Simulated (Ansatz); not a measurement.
Basis-set extrapolation for `[BH2][AlH][S]C` (PBE0-D4/def2-TZVP geometry, frozen core, the Gaussian-basis code of Ansatz). Multiplicity 1, RHF reference.

```
                      def2-TZVPP   def2-QZVPP
                 HF  -705.529972  -705.551315
    MP2 correlation    -0.527226    -0.566573
CCSD(T) correlation    -0.608791      not run
```

Energies in hartree. Use E(X) = E(∞) + A·exp(−7.88·√X) for Hartree–Fock and E(X) = E(∞) + B·X^(−2.97) for correlation, with X = 3 and 4, and add CCSD(T) minus MP2 of the smaller set to the MP2 limit.

**Question.** What is the CCSD(T) energy at the basis-set limit?

**Answer.** HF limit: -705.551315 + (-0.021343) × 0.13774 = -705.55425. MP2 limit: -0.566573 + (-0.039347) × 0.74074 = -0.59572. Higher-order term: -0.608791 − (-0.527226) = -0.08156. Total: -706.23153 hartree, 243.6 kJ/mol below CCSD(T)/def2-TZVPP.
